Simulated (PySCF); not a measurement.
A geometry optimisation, step by step.

Compound: C4H10Si.
Bonds: C1–C2, C2–C3, C3–Si4, Si4–C5, C2–C5. Hydrogens: H6, H7, H8 on C1; H9 on C2; H10, H11 on C3; H12, H13 on Si4; H14, H15 on C5.

Computed by this run: PBE0-D3(BJ)/def2-SVP geometry optimisation, gas phase in PySCF; density fitting, grid level 1; the optimiser is geomeTRIC in internal coordinates, started from a GFN2-xTB structure with every atom displaced at random (about 0.01 Å). The frame can shift and turn from step to step; on so coarse a grid that alone can change the energy by a few meV, and forces under 0.02 eV/Å are noise.

Step 0: E = -12174.3373 eV, largest atomic force 2.680 eV/Å
```
atom  x, y, z in Å  |  force x, y, z in eV/Å
C1     -1.783   -0.247   -0.307   -0.485   1.430   0.090
C2     -0.488   -0.207    0.435    0.755   0.015   0.180
C3      0.601   -1.075   -0.218    1.182  -0.258   1.191
Si4     1.924    0.346   -0.049   -2.603  -0.580   0.268
C5      0.232    1.161    0.418    0.425   0.232   1.134
H6     -2.229   -1.221   -0.319   -0.403  -1.022  -0.021
H7     -1.651    0.094   -1.342    0.054  -0.059  -0.183
H8     -2.505    0.455    0.154   -0.015  -0.158  -0.069
H9     -0.655   -0.520    1.486    0.099   0.003  -0.219
H10     0.807   -2.009    0.324    0.038  -0.127  -0.098
H11     0.365   -1.327   -1.231   -0.186  -0.244  -1.125
H12     2.862    0.203    1.053    0.609  -0.049   0.479
H13     2.524    0.812   -1.277    0.619   0.310  -0.742
H14     0.155    1.706    1.380    0.088  -0.005  -0.229
H15    -0.174    1.812   -0.341   -0.176   0.511  -0.656
```

Step 1: E = -12174.5601 eV, largest atomic force 0.317 eV/Å
```
atom  x, y, z in Å  |  force x, y, z in eV/Å
C1     -1.783   -0.443   -0.089   -0.034  -0.279  -0.030
C2     -0.427   -0.406    0.593   -0.023   0.052   0.024
C3      0.678   -1.279   -0.076    0.042   0.096  -0.299
Si4     1.882    0.189    0.103   -0.234  -0.126   0.067
C5      0.235    1.007    0.593    0.078   0.060  -0.173
H6     -2.222   -1.458   -0.088    0.097   0.123   0.014
H7     -1.691   -0.123   -1.140   -0.010   0.013  -0.027
H8     -2.497    0.231    0.404   -0.061   0.074   0.054
H9     -0.545   -0.738    1.638    0.005   0.013   0.019
H10     0.892   -2.230    0.428    0.032  -0.056   0.049
H11     0.439   -1.513   -1.133    0.047   0.085   0.167
H12     2.902    0.061    1.192   -0.023   0.012  -0.017
H13     2.570    0.683   -1.133   -0.002  -0.006   0.034
H14     0.152    1.566    1.534    0.023   0.024   0.069
H15    -0.174    1.649   -0.209    0.065  -0.084   0.050
```

Step 2: E = -12174.5677 eV, largest atomic force 0.082 eV/Å
```
atom  x, y, z in Å  |  force x, y, z in eV/Å
C1     -1.787   -0.451   -0.085   -0.034  -0.040   0.019
C2     -0.427   -0.399    0.588   -0.027   0.032  -0.011
C3      0.675   -1.271   -0.088    0.031  -0.061  -0.046
Si4     1.876    0.183    0.110   -0.043  -0.026   0.012
C5      0.240    1.013    0.585    0.007   0.059   0.004
H6     -2.208   -1.470   -0.072    0.021   0.011   0.006
H7     -1.709   -0.137   -1.139   -0.004   0.007   0.005
H8     -2.506    0.219    0.413    0.001  -0.003  -0.004
H9     -0.540   -0.729    1.635    0.028   0.007   0.004
H10     0.890   -2.226    0.413   -0.004  -0.004  -0.008
H11     0.441   -1.493   -1.143   -0.002   0.043   0.022
H12     2.885    0.049    1.206   -0.007   0.002   0.008
H13     2.577    0.679   -1.116    0.023   0.005   0.007
H14     0.161    1.574    1.528   -0.001  -0.004  -0.006
H15    -0.159    1.654   -0.219    0.011  -0.029  -0.012
```

Step 3: E = -12174.5708 eV, largest atomic force 0.112 eV/Å
```
atom  x, y, z in Å  |  force x, y, z in eV/Å
C1     -1.792   -0.459   -0.077   -0.008   0.044   0.034
C2     -0.426   -0.393    0.583   -0.017   0.012  -0.040
C3      0.674   -1.265   -0.101    0.011  -0.066   0.090
Si4     1.876    0.180    0.118    0.034   0.029  -0.036
C5      0.242    1.019    0.574   -0.015   0.003   0.062
H6     -2.198   -1.482   -0.054   -0.016  -0.031  -0.003
H7     -1.730   -0.147   -1.133    0.001   0.001   0.007
H8     -2.513    0.206    0.427    0.011  -0.018  -0.010
H9     -0.529   -0.722    1.631    0.038   0.004   0.005
H10     0.885   -2.225    0.394   -0.019   0.001  -0.031
H11     0.441   -1.473   -1.157   -0.016   0.026  -0.044
H12     2.870    0.040    1.227   -0.011  -0.006   0.017
H13     2.597    0.678   -1.096    0.027   0.003   0.006
H14     0.160    1.583    1.515   -0.017   0.005  -0.022
H15    -0.149    1.655   -0.236   -0.006  -0.009  -0.034
```

Step 4: E = -12174.5758 eV, largest atomic force 0.231 eV/Å
```
atom  x, y, z in Å  |  force x, y, z in eV/Å
C1     -1.801   -0.473   -0.056    0.019   0.115   0.044
C2     -0.422   -0.384    0.571    0.000  -0.025  -0.065
C3      0.674   -1.255   -0.127   -0.018  -0.040   0.227
Si4     1.878    0.177    0.134    0.110   0.085  -0.097
C5      0.243    1.030    0.550   -0.031  -0.071   0.122
H6     -2.184   -1.503   -0.018   -0.049  -0.060  -0.011
H7     -1.771   -0.164   -1.115    0.008  -0.006   0.006
H8     -2.522    0.181    0.462    0.018  -0.029  -0.012
H9     -0.499   -0.709    1.623    0.043   0.003   0.006
H10     0.873   -2.226    0.351   -0.030  -0.003  -0.060
H11     0.444   -1.432   -1.187   -0.021   0.011  -0.099
H12     2.836    0.023    1.273   -0.021  -0.018   0.026
H13     2.646    0.676   -1.051    0.023  -0.002   0.007
H14     0.149    1.603    1.484   -0.034   0.029  -0.043
H15    -0.134    1.651   -0.278   -0.018   0.010  -0.052
```

Step 5: E = -12174.5846 eV, largest atomic force 0.370 eV/Å
```
atom  x, y, z in Å  |  force x, y, z in eV/Å
C1     -1.817   -0.501   -0.008    0.046   0.181   0.033
C2     -0.410   -0.371    0.548    0.031  -0.081  -0.082
C3      0.674   -1.232   -0.181   -0.062   0.010   0.365
Si4     1.885    0.173    0.167    0.196   0.142  -0.167
C5      0.242    1.048    0.494   -0.043  -0.156   0.201
H6     -2.160   -1.543    0.056   -0.078  -0.081  -0.015
H7     -1.853   -0.196   -1.067    0.015  -0.015   0.002
H8     -2.531    0.132    0.546    0.024  -0.033  -0.012
H9     -0.430   -0.686    1.606    0.033   0.000   0.009
H10     0.845   -2.230    0.251   -0.034  -0.009  -0.093
H11     0.452   -1.338   -1.251   -0.022  -0.004  -0.144
H12     2.753   -0.011    1.371   -0.041  -0.032   0.034
H13     2.752    0.671   -0.949    0.010  -0.009   0.008
H14     0.115    1.651    1.404   -0.050   0.063  -0.070
H15    -0.106    1.629   -0.373   -0.026   0.025  -0.069
```

Step 6: E = -12174.5922 eV, largest atomic force 0.348 eV/Å
```
atom  x, y, z in Å  |  force x, y, z in eV/Å
C1     -1.826   -0.523    0.038    0.049   0.162   0.002
C2     -0.399   -0.363    0.530    0.046  -0.102  -0.055
C3      0.675   -1.212   -0.225   -0.075   0.045   0.337
Si4     1.891    0.170    0.195    0.193   0.137  -0.170
C5      0.239    1.057    0.444   -0.033  -0.161   0.205
H6     -2.144   -1.572    0.117   -0.070  -0.063  -0.011
H7     -1.915   -0.218   -1.018    0.015  -0.015  -0.002
H8     -2.528    0.095    0.624    0.020  -0.022  -0.007
H9     -0.366   -0.669    1.592    0.006  -0.004   0.008
H10     0.820   -2.234    0.153   -0.021  -0.011  -0.087
H11     0.461   -1.248   -1.302   -0.013  -0.011  -0.122
H12     2.670   -0.041    1.455   -0.044  -0.032   0.029
H13     2.841    0.664   -0.852   -0.006  -0.010   0.005
H14     0.075    1.697    1.323   -0.044   0.067  -0.070
H15    -0.084    1.594   -0.461   -0.021   0.020  -0.061
```

Step 7: E = -12174.5999 eV, largest atomic force 0.157 eV/Å
```
atom  x, y, z in Å  |  force x, y, z in eV/Å
C1     -1.826   -0.525    0.054    0.025   0.052  -0.015
C2     -0.394   -0.369    0.531    0.035  -0.068   0.016
C3      0.678   -1.207   -0.231   -0.047   0.068   0.133
Si4     1.897    0.174    0.202    0.072   0.060  -0.082
C5      0.235    1.052    0.433    0.006  -0.089   0.089
H6     -2.153   -1.573    0.129   -0.026  -0.011  -0.003
H7     -1.922   -0.216   -1.000    0.007  -0.007  -0.005
H8     -2.519    0.093    0.648    0.003   0.002   0.002
H9     -0.346   -0.671    1.593   -0.016  -0.006  -0.003
H10     0.814   -2.241    0.116    0.002  -0.014  -0.048
H11     0.465   -1.215   -1.312    0.000  -0.015  -0.037
H12     2.642   -0.049    1.480   -0.020  -0.016   0.013
H13     2.870    0.665   -0.825   -0.013  -0.005   0.001
H14     0.050    1.715    1.290   -0.022   0.044  -0.039
H15    -0.082    1.563   -0.491   -0.006   0.005  -0.023
```

Step 8: E = -12174.6028 eV, largest atomic force 0.057 eV/Å
```
atom  x, y, z in Å  |  force x, y, z in eV/Å
C1     -1.822   -0.517    0.049   -0.010  -0.031  -0.014
C2     -0.394   -0.379    0.542    0.004  -0.005   0.040
C3      0.680   -1.211   -0.218   -0.003   0.038  -0.043
Si4     1.901    0.178    0.196   -0.027  -0.016   0.016
C5      0.232    1.042    0.445    0.025  -0.005  -0.011
H6     -2.171   -1.560    0.115    0.009   0.017   0.005
H7     -1.898   -0.204   -1.006    0.000  -0.001  -0.002
H8     -2.511    0.109    0.636   -0.005   0.012   0.002
H9     -0.356   -0.684    1.604   -0.009  -0.004  -0.007
H10     0.821   -2.247    0.119    0.013  -0.011  -0.006
H11     0.464   -1.220   -1.301    0.003  -0.005   0.024
H12     2.655   -0.044    1.470    0.003   0.000  -0.004
H13     2.858    0.671   -0.844   -0.005   0.001  -0.001
H14     0.041    1.716    1.291   -0.003   0.016  -0.005
H15    -0.090    1.545   -0.484    0.006  -0.009   0.006
```

Step 9: E = -12174.6031 eV, largest atomic force 0.033 eV/Å
```
atom  x, y, z in Å  |  force x, y, z in eV/Å
C1     -1.822   -0.518    0.053   -0.007  -0.016  -0.009
C2     -0.393   -0.380    0.543   -0.004   0.004   0.018
C3      0.680   -1.208   -0.222    0.003   0.015  -0.030
Si4     1.901    0.177    0.201   -0.015  -0.011   0.009
C5      0.233    1.042    0.441    0.013   0.003   0.001
H6     -2.170   -1.562    0.121    0.006   0.009   0.005
H7     -1.902   -0.207   -1.002    0.000  -0.001  -0.001
H8     -2.511    0.109    0.641   -0.001   0.007  -0.001
H9     -0.352   -0.684    1.604   -0.004  -0.005  -0.003
H10     0.820   -2.247    0.105    0.007  -0.004   0.002
H11     0.464   -1.208   -1.305    0.000  -0.002   0.014
H12     2.647   -0.049    1.478    0.003   0.000  -0.004
H13     2.864    0.670   -0.833   -0.002   0.002  -0.001
H14     0.036    1.723    1.281   -0.002   0.006  -0.002
H15    -0.086    1.537   -0.493    0.004  -0.007   0.002
```

Step 10: E = -12174.6032 eV, largest atomic force under 0.02 eV/Å
```
atom  x, y, z in Å  |  force x, y, z in eV/Å
C1     -1.822   -0.518    0.052    0.000   0.001   0.000
C2     -0.393   -0.380    0.544   -0.005   0.008  -0.002
C3      0.679   -1.207   -0.222    0.003  -0.005  -0.009
Si4     1.901    0.176    0.202   -0.001  -0.003   0.001
C5      0.233    1.041    0.443   -0.001   0.003   0.010
H6     -2.172   -1.560    0.123    0.000   0.000   0.003
H7     -1.899   -0.209   -1.004    0.001  -0.002   0.000
H8     -2.511    0.112    0.637    0.001   0.002  -0.002
H9     -0.355   -0.686    1.606    0.002  -0.005   0.000
H10     0.822   -2.247    0.102   -0.001   0.003   0.004
H11     0.462   -1.206   -1.304   -0.001   0.001   0.000
H12     2.649   -0.052    1.478    0.002  -0.001  -0.001
H13     2.862    0.671   -0.833    0.001   0.002   0.000
H14     0.037    1.725    1.281   -0.002  -0.002  -0.001
H15    -0.084    1.535   -0.491    0.002  -0.002  -0.003
```

Problem. Summarise the path.

Solution. The energy falls by 0.2660 eV from step 0 to step 10; nine tenths of that is first reached at step 5. It falls at every step. The largest force goes from 2.680 to under 0.02 eV/Å. Among the bonds C3–Si4 changes most, from 1.949 to 1.894 Å; the atoms move by 0.301 Å rms after alignment.

Problem. Follow the three bonds and two angles with the largest change from start to end.

Solution. 
```csv
step,E above end (eV),largest force (eV/Å),C3–Si4 (Å),Si4–H13 (Å),Si4–H12 (Å),Si4–C3–H10 (°),H12–Si4–H13 (°)
0,0.2660,2.680,1.949,1.444,1.454,116.7,114.1
1,0.0431,0.317,1.907,1.499,1.498,120.0,108.4
2,0.0355,0.082,1.896,1.497,1.496,119.7,108.3
3,0.0324,0.112,1.892,1.497,1.496,119.5,108.2
4,0.0275,0.231,1.889,1.497,1.496,119.6,108.0
5,0.0186,0.370,1.887,1.498,1.496,120.2,107.7
6,0.0111,0.348,1.888,1.498,1.496,121.3,107.7
7,0.0033,0.157,1.892,1.498,1.496,122.3,108.1
8,0.0004,0.057,1.895,1.497,1.496,122.8,108.6
9,0.0001,0.033,1.895,1.497,1.496,122.9,108.6
10,0.0000,under 0.02,1.894,1.497,1.496,122.8,108.6
```

What follows is the cost of the whole optimisation. On one thread of an Arm Neoverse V2, no GPU (shared host), this took 55 s and 0.50 GiB of memory at its peak.
